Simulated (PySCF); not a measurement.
Molecule: C2H11GeN3O, SMILES [NH2][Ge]([NH2])([O]CC)[NH2], singlet. Atoms near the plane z = 1.5 Å, at the GFN2-xTB optimised geometry (x, y, z in Å): C1 (1.5, -0.2, 2.1), C2 (1.6, -0.2, 0.6), O3 (0.7, -1.1, 0.0), Ge4 (-1.0, -1.1, 0.0), N6 (-1.6, 0.6, 0.0), N7 (-1.8, -1.9, 1.4), H8 (2.3, 0.4, 2.6), H9 (0.5, 0.1, 2.5), H10 (1.7, -1.2, 2.5), H11 (2.6, -0.4, 0.3), H12 (1.3, 0.8, 0.3), H15 (-2.6, 0.7, 0.1), H17 (-1.9, -1.3, 2.2), H18 (-1.4, -2.8, 1.7).

Calculation: PBE0/def2-SVP run with PySCF. Cells within 0.4 Å of a nucleus heavier than hydrogen are left out (blank, or x). The values are rescaled to run from 0 to 1.

```
|444444444444444444444444444|
|444444444444444444444444444|
|444444444444444444444444444|
|444444444444444444444444444|
|444444444444444444444444444|
|444444444444444444444444444|
|444444444444444444444444444|
|444444444444444444444444444|
|444444444444444444444444444|
|444444444444444444444444444|
|444444444444444444444444444|
|444444444444444444444444444|
|444444444444444443444444444|
|444444444444444432344444444|
|444444444444444432344444444|
|444455554334444443344444444|
|444455554223444444444444444|
|44455678x013344544444444444|
|44455689xx02344444444444444|
|444556798323444444444444444|
|444455676433444444444444444|
|444455555444444444444444444|
|444445555444444444444444444|
|444444444444444444444444444|
|444444444444444444444444444|
|444444444444444444444444444|
|444444444444444444444444444|
```
Scale: ten equal steps from 0.000 (start of '0') to 1.00 (end of '9'), in the order '0123456789'; x runs from -5.00 to 5.00, y from -5.00 (bottom) to 5.00 (top).

Problem. Which quantity is mapped?
A) an orbital amplitude
B) Laplacian of the electron density
C) deformation density (molecule minus spherical neutral atoms)
D) log10 of the electron density

Solution. A, an orbital amplitude. In full: HOMO−1 amplitude (bohr^(-3/2)), clipped to [-0.25, 0.25].
